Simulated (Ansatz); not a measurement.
(CaTe)n off: PBE-D4/def2-SVP single points in Ansatz on relaxed structures, gas phase. Each cluster is the lowest isomer that a short search found in that spin, judged at the geometry's level, and lower ones may exist. Core potentials for Te, no spin–orbit coupling. Binding counts from free atoms in the multiplicity of their measured ground term, without zero-point energy. Singlets are spin-restricted. The structures are stationary points that may keep the symmetry of their start.

Problem. Estimate the order by binding per atom (eV), lowest first.
A. Ca3Te2 (singlet)
B. Ca2Te3 (singlet)
C. CaTe2 (singlet)

Solution. C (2.09), A (2.39), B (2.69).

In full:

```csv
species,atoms,state,geometry,HOMO (eV),LUMO (eV),gap (eV),binding per atom (eV),point group (within 0.1 Å)
CaTe2,3,singlet,r2SCAN-D4/def2-TZVP,-3.66,-2.87,0.79,2.09,C2v
Ca3Te2,5,singlet,PBE-D4/def2-SVP,-3.10,-2.27,0.82,2.39,D3h
Ca2Te3,5,singlet,PBE-D4/def2-SVP,-4.18,-2.67,1.50,2.69,C2v
```

The gap (eV) runs from 0.79 (CaTe2) to 1.50 (Ca2Te3). The binding per atom (eV) runs from 2.09 (CaTe2) to 2.69 (Ca2Te3).
